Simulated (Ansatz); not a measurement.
Basis-set extrapolation for `BBC=N` (PBE0-D4/def2-TZVP geometry, frozen core, Ansatz 0.2.0). Multiplicity 1, RHF reference.

```tsv
	def2-TZVPP	def2-QZVPP
HF	-144.573321	-144.580131
MP2 correlation	-0.552393	-0.589221
CCSD(T) correlation	-0.619102	not run
```

Energies in hartree. Use E(X) = E(∞) + A·exp(−7.88·√X) for Hartree–Fock and E(X) = E(∞) + B·X^(−2.97) for correlation, with X = 3 and 4, and add CCSD(T) minus MP2 of the smaller set to the MP2 limit.

What is the CCSD(T) energy at the basis-set limit?

HF limit: -144.580131 + (-0.006810) × 0.13774 = -144.58107. MP2 limit: -0.589221 + (-0.036828) × 0.74074 = -0.61650. Higher-order term: -0.619102 − (-0.552393) = -0.06671. Total: -145.26428 hartree, 45.1 kcal/mol below CCSD(T)/def2-TZVPP.
